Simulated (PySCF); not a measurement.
# Stationary points of TeCl₃⁺

Method: PySCF, PBE, basis Te def2-SVP with ECP28, Cl def2-SVP (scalar-relativistic core potentials, no spin–orbit coupling, density fitting).

Relaxations began from a few typed shapes. The search is not exhaustive: other isomers or separated fragments can lie lower, and high-lying points may rest on an excited occupation.

```
   spin  group                              bonds                                angles  imaginary modes (cm⁻¹)  ΔE (kJ/mol)  ΔE with ZPE (kJ/mol)
singlet    C3v                 Te–Cl 2.328 Å (×3)                  Cl–Te–Cl 100.7° (×3)                    none          0.0                   0.0
singlet    C2v  Te–Cl 2.331 Å, Te–Cl 2.425 Å (×2)  Cl–Te–Cl 94.2° (×2), Cl–Te–Cl 171.5°                    127i        120.5                     –
singlet    D3h                 Te–Cl 2.415 Å (×3)                  Cl–Te–Cl 120.0° (×3)                    171i        130.0                     –
```

The lowest minimum found is the singlet C3v: Te–Cl 2.328 Å (×3); Cl–Te–Cl 100.7° (×3).

Counting electrons, tellurium keeps 2 of its valence electrons outside its bonds, so the VSEPR class is AX3E1 and the expected shape is trigonal pyramidal (C3v), as computed.
